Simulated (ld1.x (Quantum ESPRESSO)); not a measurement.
## Co (Z = 27), TM: configuration errors across variants

Co, norm-conserving Troullier–Martins (Kleinman–Bylander form), made with ld1.x (Quantum ESPRESSO) 7.5 (PBE, scalar-relativistic). Core [Ne] 3s2, reference 3p6 3d7 4s2 4p0. Waves: 4s (bound): rc 2.00 bohr; 3p (bound): rc 0.85 bohr; 3d (bound): rc 1.65 bohr. Local part: all-electron potential smoothed inside 1.05 bohr (lloc = -1). Core correction: none.

All-electron excitation energies from the reference (eV): (1) 3p6 3d7 4s1 4p0 9.030; (2) 3p6 3d7 4s0 4p0 25.816; (3) 3p6 3d6 4s0 4p0 61.686; (4) 3p6 3d6 4s2 4p1 9.660; (5) 3p6 3d5 4s0 4p0 117.038; (6) 3p5 3d7 4s2 4p0 73.523; (7) 3p6 3d7 4s1 4p1 4.351.

1 further variants failed, have other tests or too few solved ones, and are left out.

A true bound ghost makes a file unfit for plane-wave use even where its test errors are small: the radial tests pick states by their node count and pass the ghost by.

Errors AE − PS in meV (a dash: test not solved or not reliable):

| change | (1) | (2) | (3) | (4) | (5) | (6) | (7) | bound ghosts |
| --- | --- | --- | --- | --- | --- | --- | --- | --- |
| base | -2.3 | -13 | +93 | +142 | +435 | -299 | +66 | s |
| wave 3d (bound): rc 1.65 bohr becomes 3d (bound): rc 1.40 bohr | -3.7 | -20 | +99 | +112 | +313 | -156 | +66 | s |
| local potential the d channel | -2.2 | -14 | +8.9 | -386 | +113 | -398 | -243 | s |
| all radii scaled by about 1.15 (s 2.30, p 0.98, d 1.90 bohr); local potential all-electron potential smoothed inside 1.20 bohr (lloc = -1) | -1.3 | -8.7 | +71 | +68 | +627 | -534 | -5.8 | s |
| core correction a·sin(br)/r model core inside 0.34 bohr | -4.2 | -29 | +47 | +132 | +315 | -314 | +66 | s |

Question: Give the same row for: type ultrasoft; waves now 4s (bound): rcut 1.75, rcutus 2.00 bohr; 4s channel at 1.15 Ry: rcut 1.75, rcutus 2.00 bohr; 3p (bound): rc 0.85 bohr; 4p (bound): rc 0.85 bohr; 3d (bound): rcut 1.45, rcutus 1.65 bohr; 3d channel at 0.8 Ry: rcut 1.45, rcutus 1.65 bohr; local potential all-electron potential smoothed inside 1.45 bohr (lloc = -2); augmentation PSQ, inside the norm-conserving radii.

Answer: +0.8, +9.9, +45, +31, –, -1.6, -0.1; bound ghosts: none. Not counted: 3p6 3d5 4s0 4p0 (solver errors, printed error -1524 eV).
